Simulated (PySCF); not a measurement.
Give a PBE0-D3(BJ)/def2-SVP geometry of `CC[B@H-]([NH3+])Cl`.

```
atom  x, y, z in Å
C1    -1.536    0.577    0.519
C2    -0.856   -0.250   -0.570
B3     0.556   -0.878   -0.148
N4     1.601    0.346    0.130
Cl5    1.392   -1.810   -1.535
H6    -2.516    0.972    0.207
H7    -1.697   -0.020    1.432
H8    -0.937    1.459    0.818
H9    -1.513   -1.090   -0.851
H10   -0.752    0.350   -1.494
H11    0.552   -1.529    0.887
H12    1.282    0.938    0.899
H13    2.522   -0.030    0.359
H14    1.697    0.920   -0.710
```

Orientation and origin are arbitrary. Atoms count from 1 in this order. N4 (nitrogen bonded to B and 3 H) is tetrahedral (angles from 107.8° to 111.3°). Of the pairs four or more bonds apart, H8···H12 is among the closest relative to their van der Waals radii: 2.28 Å, 95 % of the sum of Bondi's values. B3 (four-coordinate boron) is distorted tetrahedral (angles from 102.3° to 115.4°).

Bonds between heavy atoms (Å): C1–C2 1.527, C2–B3 1.602, B3–N4 1.633, B3–Cl5 1.868.

Computed with PySCF, PBE0-D3(BJ)/def2-SVP geometry optimisation, gas phase.

Point group: C1 (no symmetry element, even within 0.4 Å). Stationary, but not proved a minimum. The numbers are those of one conformer (C1–C2–B3–N4 -64°).
